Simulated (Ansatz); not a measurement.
Consider the substitution at a C–C bond: `FCC=C=[Se]` + `C#CCO` → `C#CCOCF` + `C=C=[Se]`.

Gas-phase electronic energies from Ansatz, PBE0-D4/def2-TZVP geometries. CBS: MP2 limit from def2 TZ/QZ plus the TZ coupled-cluster correction, frozen cores. This one scheme is used for every species. Functionals use def2-TZVPP. For Se outer-core shells are correlated without core-valence functions, which leaves a few kJ/mol of doubt a bond. Scalar relativity is left out up to krypton. One conformer a species, not always the lowest.

Problem. Is it downhill or uphill in electronic energy at CCSD(T)/CBS, and by how much? (Best estimate.)

Solution. Ansatz gave: Nearly level: ΔE = -0.3 kcal/mol.

Problem. What do these levels give: PBE0-D4, ωB97X-V, HF/def2-TZVPP, MP2/def2-TZVPP, SCS-MP2/def2-TZVPP, SCS-MP2/def2-QZVPP? (An estimate is asked.)

Solution. Ansatz gave: PBE0-D4 -0.3, ωB97X-V -1.6, HF/def2-TZVPP -1.6, MP2/def2-TZVPP -0.1, SCS-MP2/def2-TZVPP -0.4, SCS-MP2/def2-QZVPP 0.0 kcal/mol.

Largest T1 diagnostic among the species: 0.016.

In def2-TZVPP, CCSD(T) changes the Hartree–Fock value by +0.8 kcal/mol (the triples alone add −0.2 kcal/mol) and MP2 by +1.6 kcal/mol.
